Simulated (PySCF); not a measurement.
Gas-phase reaction: Cu3Cl3 + 6 H → 3 CuH + 3 HCl

Energies from PySCF, thermal terms from the rigid-rotor harmonic-oscillator model, ideal gas at 1 bar. † marks an energy on the PBE0/def2-TZVP geometry and frequencies; other levels use their own. MP2 freezes the core. 6-31G* has spherical d functions here. Open shells (unrestricted): H (multiplicity 2); the rest are closed-shell singlets. B3LYP is the form with VWN-RPA correlation. Cu: all electrons, no relativistic terms. MP2 isn't extrapolated to the basis-set limit.

MP2/def2-SVP† gives ΔH°(298 K) = -158 kJ.

What do M06-2X/def2-TZVP†, B3LYP/6-31G*, HF/6-31G* give?

M06-2X/def2-TZVP†: -393 kJ; B3LYP/6-31G*: -125 kJ; HF/6-31G*: 95 kJ. For scale, ΔH°(298 K) is -158 kJ at this level, -446 kJ at ωB97M-V/def2-TZVP†, and runs from -1173 to 95 kJ over the 19 levels computed.
